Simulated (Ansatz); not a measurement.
One change: `C[BH][GaH][CH3]` becomes `C[BH][GaH2]`.

Ansatz, PBE0-D4/def2-TZVP geometries, multiplicity 1. Each molecule was computed in one conformer, which needn't be the lowest.

Scalar relativity is left out up to krypton.

```csv
property,`C[BH][GaH][CH3]`
LUMO energy (PBE/def2-TZVPP) / eV,-2.44
HOMO energy (PBE/def2-TZVPP) / eV,-5.71
LUMO energy (PBE0/def2-TZVPP) / eV,-1.48
size of the dipole moment (PBE/def2-TZVPP) / D,1.17
LUMO energy (B3LYP/def2-TZVPP) / eV,-1.68
size of the dipole moment (B3LYP/def2-TZVPP) / D,1.16
```

Give the same properties after the change, and the shifts. (Estimate.)

Ansatz gave: 
| property | `C[BH][GaH2]` | shift |
| --- | --- | --- |
| LUMO energy (PBE/def2-TZVPP) / eV | -2.56 | -0.12 |
| HOMO energy (PBE/def2-TZVPP) / eV | -6.00 | -0.29 |
| LUMO energy (PBE0/def2-TZVPP) / eV | -1.59 | -0.11 |
| size of the dipole moment (PBE/def2-TZVPP) / D | 1.41 | 0.24 |
| LUMO energy (B3LYP/def2-TZVPP) / eV | -1.80 | -0.12 |
| size of the dipole moment (B3LYP/def2-TZVPP) / D | 1.40 | 0.24 |

With PBE0 the HOMO falls by 0.28 eV and the LUMO falls by 0.11 eV, so the gap widens by about 0.17 eV. PBE moves the HOMO by -0.29 eV and ωB97M-V by -0.28 eV. Dipoles are sizes alone; their direction can turn.

B3LYP here is the variant with VWN-RPA as its local correlation; programs differ in this.
